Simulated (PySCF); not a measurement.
## A thermochemical cycle for RuH

r²SCAN in PySCF with def2-TZVPPD on every atom (core potentials on Ru), for the lowest determinant that a PBE0 search found; no spin–orbit coupling. RuH, a quartet (σ ↑, δ ↑↑), has De = 2.82 eV to neutral atoms, and RuH⁺, a quintet (σ ↑, π ↑, δ ↑↑), has De = 2.44 eV to H + Ru⁺ (4d7).

The adiabatic ionisation energy of RuH, between the minima, is 8.11 eV.

Question: Which ionisation energy of the Ru atom does this level give?

Answer: IE(Ru) = IE(molecule) + De(ion) − De(neutral) = 8.11 + 2.44 − 2.82 = 7.73 eV; the measured value is 7.361 eV (NIST ASD).

The metal atom is held in its measured ground configuration; semilocal functionals can put another filling of s and d lower by some tenths of an eV, and De to that atom would be smaller. Spin–orbit coupling is left out, which matters for elements this heavy, above all for dissociation energies. For an ion De counts to the pair picked by the measured ionisation energies or electron affinities, which need not be the lowest pair at this level. With d or f electrons several states lie close, and the lowest PBE0 determinant need not be the measured ground state.
